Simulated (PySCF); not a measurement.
`InChI=1S/C4H8OSSe/c1-7-4-2-3-6(4)5/h4H,2-3H2,1H3/t4-,6-/m1/s1`

Geometry (Å), atoms numbered from 1 in this order:
```xyz
15

C     2.3939   -0.0022    0.2773
Se    1.0739   -0.2136    1.7037
C    -0.5358    0.0674    0.6264
C    -0.9038   -0.9796   -0.4186
C    -1.4321    0.0114   -1.4464
S    -0.4783    1.4208   -0.6793
O    -1.3930    2.4904   -0.3114
H     3.3708   -0.1380    0.7323
H     2.2424   -0.7572   -0.4899
H     2.3127    0.9980   -0.1399
H    -1.3493    0.2952    1.3150
H    -1.6182   -1.7297   -0.0786
H    -0.0178   -1.4960   -0.7890
H    -1.1765   -0.1792   -2.4845
H    -2.4933    0.2203   -1.3447
```

The calculation used TDDFT wB97X-D/aug-cc-pVDZ circular dichroism and optical rotation, one conformer, gas phase (PySCF 2.14.0). Geometry: GFN2-xTB.

The molecule is flexible and this is one conformer; a measurement averages over conformers. The calculation is non-relativistic, which matters for the atoms heavier than Zn.

Task: Draw the ECD and absorption spectra from the lowest 16 states, each a Gaussian of half-width 0.25 eV at 1/e height.

Result: 
```tsv
E (eV)	λ (nm)	Δε (L mol⁻¹ cm⁻¹)	ε (L mol⁻¹ cm⁻¹)
4.20	295	+0.33	12.4
4.35	285	+2.54	95.2
4.50	275	+9.51	357
4.65	266	+17.24	664
4.80	258	+14.44	706
4.95	250	+2.37	827
5.10	243	-8.28	1330
5.25	236	-10.85	1510
5.40	229	-5.45	1450
5.55	223	+0.14	2070
5.70	217	-1.72	2600
5.85	212	-9.40	2060
6.00	206	-15.09	1620
6.15	201	-13.19	2180
6.30	197	-7.68	3040
6.45	192	-14.85	4260
6.60	188	-45.62	7520
6.75	184	-83.28	12000
```
Δε uses R in velocity form, ε uses f in length form. Only the states computed contribute, so the short-wavelength end is incomplete.
